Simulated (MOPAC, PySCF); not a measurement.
C$_{4}$H$_{5}$N, SMILES `[C-]#[N+]C1CC1`, neutral singlet in the gas phase. 

Cartesian coordinates (Å):
SMILES: [N+](C1CC1)#[C-]
```xyz
10

C      2.7746    -0.1958     0.0440
N      1.6316    -0.2582    -0.2051
C      0.2666    -0.3321    -0.5000
C     -0.7157    -0.4319     0.6376
C     -0.6137     0.8402    -0.1540
H      0.0603    -0.8815    -1.4094
H     -1.5747    -1.0732     0.4896
H     -0.3001    -0.4380     1.6359
H     -1.4016     1.0859    -0.8538
H     -0.1298     1.6865     0.3139
```
Charge 0, multiplicity 1.

All levels are single points at this geometry (TPSSh-D3(BJ)/def2-TZVP); Pople sets use spherical d functions. Orbital energies aren't observables, and empty levels follow the basis.

| level | HOMO (eV) | LUMO (eV) | gap (eV) | dipole (D) | vertical IE, Delta-SCF (eV) |
|---|---|---|---|---|---|
| TPSSh-D3(BJ)/def2-TZVP in PySCF | -7.70 | 0.04 | 7.74 | 4.12 | – |
| B3LYP/6-311+G** in PySCF | -8.24 | -0.25 | 7.98 | 4.11 | – |
| B3LYP/6-31G* in PySCF | -7.87 | 0.89 | 8.76 | 3.81 | 10.38 |
| BP86/6-31G* in PySCF | -6.63 | -0.08 | 6.55 | 3.93 | – |
| M06-2X/6-31G* in PySCF | -9.34 | 2.22 | 11.55 | 3.74 | – |
| PBE/6-31G* in PySCF | -6.49 | 0.01 | 6.50 | 3.93 | 10.08 |
| HF/3-21G in PySCF | -11.06 | 5.53 | 16.59 | 3.53 | – |
| HF/6-31G* in PySCF | -11.02 | 5.28 | 16.30 | 3.52 | 9.79 |
| PM3 in MOPAC | -11.35 | 1.39 | 12.74 | 3.80 | – |
